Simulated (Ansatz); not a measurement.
`O[SiH](F)[SiH2]F`, relaxed with RKS PBE0-D4/def2-TZVP in Ansatz from a PBE-D4/def2-SVP geometry. The force threshold is 0.005 eV/Å; the program also tests the step.

The species carries charge 0 and has multiplicity 1.

Start:

```xyz
9

O    -1.705    0.763    0.556
Si   -0.396    0.948   -0.467
F    -0.819    0.700   -2.035
Si    1.029   -0.809    0.204
F    -0.096   -1.826    0.884
H    -1.841   -0.168    0.823
H     0.072    2.364   -0.354
H     1.745   -1.554   -0.888
H     2.010   -0.419    1.277
```

```tsv
step	energy (eV)	largest force (eV/Å)	largest move (Å)
1	-23295.6469	1.195	0.000
2	-23295.7143	0.849	0.126
3	-23295.7502	0.411	0.034
4	-23295.7606	0.178	0.098
5	-23295.7644	0.170	0.061
6	-23295.7654	0.079	0.017
7	-23295.7663	0.024	0.035
8	-23295.7665	0.008	0.015
9	-23295.7666	0.025	0.032
10	-23295.7668	0.031	0.027
11	-23295.7668	0.018	0.020
12	-23295.7668	0.020	0.011
13	-23295.7669	0.010	0.005
14	-23295.7669	0.007	0.003
15	-23295.7669	0.005	0.002
16	-23295.7669	0.003	0.001
```

End:

```xyz
9

O    -1.712    0.905    0.565
Si   -0.421    0.881   -0.437
F    -0.878    0.599   -1.945
Si    1.044   -0.849    0.209
F     0.110   -2.031    0.785
H    -2.102    0.069    0.826
H     0.153    2.245   -0.403
H     1.854   -1.402   -0.906
H     1.952   -0.417    1.305
```

It took 71 s on 4 threads of a server CPU on a shared host, with 0.5 GiB of host memory at the peak.
